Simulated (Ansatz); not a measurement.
`O[CH2][Zn][F]` + CH₄ → `[CH3][Zn][F]` + CH₃OH  (formal exchange of groups at a Zn–C bond)

Program: Ansatz. Geometries: PBE0-D4/def2-TZVP. ΔE: electronic, gas phase. CBS: MP2 limit from def2 TZ/QZ plus the TZ coupled-cluster correction, frozen cores. This one scheme is used for every species. Functionals use def2-TZVPP. B3LYP here is the variant with VWN-RPA as its local correlation; programs differ in this. For Zn outer-core shells are correlated without core-valence functions, which leaves a few kJ/mol of doubt a bond. Scalar relativity is left out up to krypton. Each species was taken in one conformer, which may not be the lowest.

Q: Is it downhill or uphill in electronic energy at CCSD(T)/CBS, and by how much? (Estimate.)

A: Computed: Downhill: ΔE = -5.5 kcal/mol.

Q: What do these levels give: r2SCANh-D4, ωB97X-V, PBE-QIDH, PBE, r2SCAN, B3LYP, BHLYP, LC-ωPBE, CCSD/def2-SVP, MP2/def2-TZVPP, CCSD/def2-TZVPP, MP2/CBS(def2)? (Best estimate.)

A: Ansatz gave: r2SCANh-D4 -4.4, ωB97X-V -5.1, PBE-QIDH -5.9, PBE -3.2, r2SCAN -3.9, B3LYP -4.2, BHLYP -5.6, LC-ωPBE -5.5, CCSD/def2-SVP -5.8, MP2/def2-TZVPP -6.0, CCSD/def2-TZVPP -6.0, MP2/CBS(def2) -5.9 kcal/mol.

Largest T1 diagnostic among the species: 0.016.

From PBE to PBE0 (25 % exact exchange), in def2-TZVPP and without D4, ΔE moves by −1.6 kcal/mol. In def2-TZVPP, CCSD(T) changes the Hartree–Fock value by +1.4 kcal/mol (the triples alone add +0.3 kcal/mol) and MP2 by +1.0 kcal/mol.
